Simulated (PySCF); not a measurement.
Species: SiBr₄.
Bonds: Si1–Br2, Si1–Br3, Si1–Br4, Si1–Br5.

A GFN2-xTB structure was refined with PySCF, PBE0-D3(BJ)/def2-SVP geometry optimisation, gas phase. Its GFN2-xTB values:

```json
{"coordinate": "Si1–Br2", "GFN2-xTB": "2.193 Å"}
{"coordinate": "Si1–Br3", "GFN2-xTB": "2.110 Å"}
{"coordinate": "Br2–Si1–Br3", "GFN2-xTB": "113.4°"}
```

**Question.** How do these coordinates change at the PBE0-D3(BJ)/def2-SVP level?

**Answer.** 
```csv
coordinate,PBE0-D3(BJ)/def2-SVP (Å or °),change
Si1–Br3,2.202,+0.092
Si1–Br2,2.203,+0.010
Br2–Si1–Br3,109.5,-3.9
```

The energy falls by 0.130 eV over 4 energy and gradient evaluations, the largest force component goes from 0.0395 to 3.8e-04 Eh/bohr, and the atoms move by 0.059 Å rms after alignment. The bond that changes most is Si1–Br3 (ends: silicon bonded to 4 Br; bromine bonded to Si), which lengthens by 0.092 Å. Bonds longer at the end by more than 0.005 Å: 2 of 4; shorter: 2.

The run used 146 basis functions and 27 SCF cycles in all. Time: 75 s; peak memory 0.77 GiB. Hardware: Arm Neoverse V1, one thread, shared host with 32 logical CPUs at a one-minute load of 30.

No PBE0-D3(BJ)/def2-SVP frequencies stand behind this structure, so it isn't proved a minimum.
